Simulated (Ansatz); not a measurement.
`FB(F)I` + `N[SiH3]` → `FB(F)N[SiH3]` + HI at 600 K and 1 bar (ligand exchange at a B–I bond).

Computed with Ansatz on PBE0-D4/def2-TZVP structures; ΔE is electronic, products minus reactants. CBS: MP2 limit from def2 TZ/QZ plus the TZ coupled-cluster correction, frozen cores. This one scheme is used for every species. def2 core potentials past Kr. For I outer-core shells are correlated without core-valence functions, which leaves a few kJ/mol of doubt a bond. One conformer a species, not always the lowest.

```
       species  CCSD(T)/CBS energy (Eh)  H − E (kJ/mol)  S (J/(mol·K))
      `FB(F)I`               -521.96394            59.1          341.4
     `N[SiH3]`               -346.80422           170.6          320.8
`FB(F)N[SiH3]`               -570.75785           193.3          424.0
            HI               -298.03592            31.6          227.0
```

H − E and S are ideal-gas, rigid-rotor, harmonic terms from PBE0-D4/def2-TZVP, for one conformer and one mirror image of each species. 1 Eh = 2625.50 kJ/mol, R = 8.31446 J/(mol·K).

Task: By hand: ΔE, ΔH, ΔS and ΔG.

Result: ΔE = (-570.75785) + (-298.03592) − (-521.96394) − (-346.80422) = -0.02561 Eh = -67.2 kJ/mol. Δ(H − E) = 193.3 + 31.6 − 59.1 − 170.6 = -4.8, so ΔH = -72.0 kJ/mol. ΔS = 424.0 + 227.0 − 341.4 − 320.8 = -11.2 J/(mol·K). ΔG = -72.0 − 600 × (-11.2)/1000 = -65.3 kJ/mol.

Task: By hand: the equilibrium constant, and the temperature at which ΔG would vanish if ΔH and ΔS stayed fixed.

Result: log₁₀ K = −ΔG/(RT ln 10) = 5.7. ΔG = 0 at ΔH/ΔS = 6429 K, far beyond where these terms or the molecules hold.

The number of gas molecules stays the same, so ΔS is small and ΔH decides. A doubt of 5 kJ/mol in ΔE shifts log₁₀ K by 0.4 here. Other conformers and mirror images would add mixing entropy, several J/(mol·K) or more a flexible species. Modes under 60 cm⁻¹, often nearly free rotors, make the harmonic entropy too high. These are equilibria of isolated gas molecules and say nothing of rates. Largest T1 diagnostic: 0.012 (customary marks: 0.02 for closed shells, 0.045 for open ones).
